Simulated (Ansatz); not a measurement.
Mulliken charges of ClHOSn (`[OH][Sn][Cl]`) from r2SCAN/def2-TZVPP in Ansatz (PBE0-D4/def2-TZVP geometry).

```
atom   x (Å)   y (Å)   z (Å)  charge (e)
  O1  -0.413   0.565  -0.701      -0.526
 Sn2  -0.288  -0.630   0.865       0.745
 Cl3   2.060  -0.847   0.738      -0.407
  H4  -1.303   0.851  -0.922       0.188
```

Task: By hand: the dipole of these point charges (1 e Å = 4.8032 D).

Result: Σ q r = (-1.081, -0.262, 0.539) e Å, of length 1.236 e Å = 5.94 D.

Task: How does the dipole of the full density compare? (Estimate.)

Result: Ansatz gave: (-0.790, -0.048, 0.203) e Å, 3.92 D; the point charges give 1.52 times that, at 15° from its direction.

Point charges leave out the atoms' own dipoles, such as those of lone pairs, and Mulliken's split depends on the basis, so the two needn't agree.
